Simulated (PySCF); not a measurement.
**Excitation energy of In by level of theory**

In [Kr] 4d10 5s2 5p1 (2P) → In [Kr] 4d10 5s2 6s1 (2S), as a difference of total energies. Computed with PySCF 2.14 in aug-cc-pVTZ-PP with one added diffuse shell each of d, f type with ECP28MDF (6s5p5d3f, 67 functions), with a scalar-relativistic core potential. Correlated levels: valence: 4s2 4p6 4d10 frozen. The calculations carry no spin-orbit coupling.

```csv
method,excitation energy (cm⁻¹),error (cm⁻¹)
UHF,21829,-1069
LDA,22681,-217
PBE,21696,-1202
PBE0,22317,-581
r2SCAN,23577,+679
BLYP,21956,-942
PW91,22007,-891
LC-wPBE,23717,+819
revPBE,21315,-1583
MP2 (valence),22266,-632
SCS-MP2 (valence),22298,-600
```

Reference: 22898 cm⁻¹ (measured; NIST levels, between the centres of gravity of the two terms).

Errors of the correlated levels include the incompleteness of this basis and the frozen core.
